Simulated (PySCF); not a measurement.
# How methods differ on the ionisation energy of Nb²⁺

Nb²⁺ [Kr] 4d3 (4F) → Nb³⁺ [Kr] 4d2 (3F), as a difference of total energies. Calculation: PySCF 2.14, in aug-cc-pVTZ-DK (9s8p6d3f2g, 102 functions); the spin-free X2C one-electron Hamiltonian (Gaussian nucleus). Correlated levels: valence: [Kr] frozen. The calculations carry no spin-orbit coupling.

| method | ionisation energy (eV) |
| --- | --- |
| UHF | 24.212 |
| LDA | 25.615 |
| PBE | 25.496 |
| PBE0 | 25.401 |
| r2SCAN | 25.444 |
| CAM-B3LYP | 25.295 |
| MN15 | 25.354 |
| revPBE | 25.443 |
| MP2 (valence) | 24.522 |
| SCS-MP2 (valence) | 24.315 |

Task: How much does correlation contribute at MP2 (valence)?

Result: 24.522 − (24.212) = 0.310 eV, measured against UHF.

A first-order spin-orbit estimate (lowest level to lowest level, LS coupling) adds -0.024 eV.

Errors of the correlated levels include the incompleteness of this basis and the frozen core.

For comparison: 25.04 eV (semi-empirical (NIST evaluation); NIST Atomic Spectra Database, ionization energies).
